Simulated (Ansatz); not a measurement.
Species: GeSiH$_{5}$, charge 0, doublet. GeSiH5 (SMILES [SiH3][GeH2], doublet).
B3LYP-D3(BJ)/def2-TZVP minimum from Ansatz (a first-principles code):
```
Si
H 1 1.4811
H 1 1.4811 2 109.29
H 1 1.4851 2 108.81 3 -118.69
Ge 1 2.3848 2 108.78 4 -122.67
H 5 1.5463 1 114.01 2 57.78
H 5 1.5463 6 108.60 1 -128.30
```
Charge 0, spin multiplicity 2.

Atomisation energy term by term, kcal/mol (programs: Ansatz). Open shells are spin-unrestricted; no spin-orbit coupling. Correlated methods leave the cores frozen (noble-gas shells, and filled d and f shells in the p block). No relativity. CBS(X,Y): correlation extrapolated as X^-3, Hartree-Fock from the larger set. A bracket is a step between two methods taken in the basis named. Where a partner has so few electrons that a lower coupled-cluster level is exact, that level stands in.

```
term                                     basis  kcal/mol
------------------  --------------------------  --------
Hartree-Fock                        def2-QZVPP    323.98
CCSD correlation    CBS(def2-TZVPP,def2-QZVPP)     96.38
(T)                 CBS(def2-TZVPP,def2-QZVPP)      3.10
CCSDT(Q) - CCSD(T)                    def2-SVP      0.40
sum: De                                            423.9
```
